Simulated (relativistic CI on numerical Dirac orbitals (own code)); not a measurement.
# Mg I: calculation against measurement

Method of calculation: Dirac-Coulomb-Breit CI, separate exchange-only KLI orbitals for each configuration, a model potential for QED, valence Slater integrals scaled by 0.85, P86 correlation energy added to each configuration (own radial code, finite nucleus).

Configuration list (outside the closed core [Ne]): 3s2, 3s.3p, 3s.4s, 3s.3d, 3s.4p, 3s.5s, 3s.4d, 3s.5p, 3s.4f, 3s.6s, 3s.5d, 3s.6p, 3s.5f, 3p2, 3d2, 3p.4s. Levels of other configurations are missing.

```csv
Configuration,Term (tabulated),J,Measured (cm⁻¹),Computed,Error,Purity (%)
3s2,1S,0,0.0,0,0,95
3s.3p,3P°,0,21850.4,20596,-1254,100
3s.3p,3P°,1,21870.5,20614,-1256,100
3s.3p,3P°,2,21911.2,20651,-1260,100
3s.3p,1P°,1,35051.3,36189,1138,85
3s.4s,3S,1,41197.4,41137,-60,100
3s.4s,1S,0,43503.3,43346,-157,98
3s.3d,1D,2,46403.1,46182,-221,80
3s.4p,3P°,0,47841.1,47868,27,99
3s.4p,3P°,1,47844.4,47871,27,99
3s.4p,3P°,2,47851.2,47877,26,99
3s.3d,3D,2,47957.0,47823,-134,100
3s.3d,3D,3,47957.0,47823,-134,100
3s.3d,3D,1,47957.1,47823,-134,100
3s.4p,1P°,1,49346.7,50554,1207,81
3s.5s,3S,1,51872.5,52272,399,100
3s.5s,1S,0,52556.2,53080,524,97
3s.4d,1D,2,53134.6,53351,217,75
3s.4d,3D,3,54192.3,54624,432,100
3s.4d,3D,2,54192.3,54624,432,100
3s.4d,3D,1,54192.3,54624,432,100
3s.5p,3P°,0,54248.8,54730,482,100
3s.5p,3P°,1,54250.1,54732,482,100
3s.5p,3P°,2,54252.7,54735,482,100
3s.4f,1F°,3,54676.4,56418,1742,100
3s.4f,3F°,2,54676.7,56408,1731,100
3s.4f,3F°,3,54676.7,56408,1731,100
3s.4f,3F°,4,54676.8,56408,1731,100
3s.5p,1P°,1,54706.5,55686,979,85
3s.6s,3S,1,55891.8,56639,747,100
3s.6s,1S,0,56186.9,57079,892,98
3s.5d,1D,2,56308.4,57092,784,82
3s.5d,3D,3,56968.2,57747,779,100
3s.5d,3D,2,56968.2,57747,779,100
3s.5d,3D,1,56968.3,57747,779,100
3s.6p,3P°,0,57017.1,57842,825,100
3s.6p,3P°,1,57017.7,57843,825,100
3s.6p,3P°,2,57019.0,57844,825,100
3s.5f,1F°,3,57204.2,58885,1681,100
3s.5f,3F°,2,57204.2,58877,1672,100
3s.5f,3F°,3,57204.3,58877,1672,100
3s.5f,3F°,4,57204.3,58877,1672,100
3s.6p,1P°,1,57215.0,58358,1143,91
3p2,3P,0,57812.8,55668,-2145,99
3p2,3P,1,57833.4,55687,-2147,99
3p2,3P,2,57873.9,55723,-2151,99
```

Measured levels from NIST Handbook of Basic Atomic Spectroscopic Data (Sansonetti and Martin, J. Phys. Chem. Ref. Data 34, 1559 (2005)); pairs were made by configuration, J and term (by order where the table uses no LS term), so strongly mixed levels may be paired wrongly.

Mean error by configuration (cm⁻¹): 3s.3p -658; 3s.4s -109; 3s.3d -156; 3s.4p 322; 3s.5s 461; 3s.4d 378; 3s.5p 606; 3s.4f 1734; 3s.6s 819; 3s.5d 780; 3s.6p 904; 3s.5f 1674; 3p2 -2147. Over the excited levels the mean absolute error is 897 cm⁻¹ (45 of the 45 excited levels that our extract of the source holds in range could be paired), and the median relative error of those above 1,000 cm⁻¹ is 1.4 %.
